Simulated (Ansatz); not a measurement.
Basis-set series for `[Cl][GaH][Br]`. Charge 0, multiplicity 1. Geometry: relaxed with PBE0-D4/def2-TZVP.

```xyz
4

Cl   -0.8706   -1.4686    1.1417
Ga    0.0272   -0.0680   -0.1881
Br    0.5326    1.9550    0.7141
H     0.3108   -0.4184   -1.6677
```

```json
{"functional": "PBE0-D4", "basis": "def2-SVP", "functions": "87", "energy (Eh)": "-4958.51646", "HOMO (eV)": "-8.52", "LUMO (eV)": "-1.68"}
{"functional": "PBE0-D4", "basis": "def2-TZVPP", "functions": "152", "energy (Eh)": "-4959.23493", "HOMO (eV)": "-8.64", "LUMO (eV)": "-1.80"}
{"functional": "ωB97M-V", "basis": "def2-SVP", "functions": "87", "energy (Eh)": "-4958.94842", "HOMO (eV)": "-10.69", "LUMO (eV)": "0.10"}
{"functional": "ωB97M-V", "basis": "def2-TZVPP", "functions": "152", "energy (Eh)": "-4959.66223", "HOMO (eV)": "-10.84", "LUMO (eV)": "-0.06"}
```

Question: Give the rows for def2-QZVPP. (Best estimate.)

Answer: Ansatz gave: 
```tsv
functional	basis	functions	energy (Eh)	HOMO (eV)	LUMO (eV)
PBE0-D4	def2-QZVPP	278	-4959.34440	-8.65	-1.84
ωB97M-V	def2-QZVPP	278	-4959.76781	-10.86	-0.17
```

Scalar relativity is left out up to krypton.
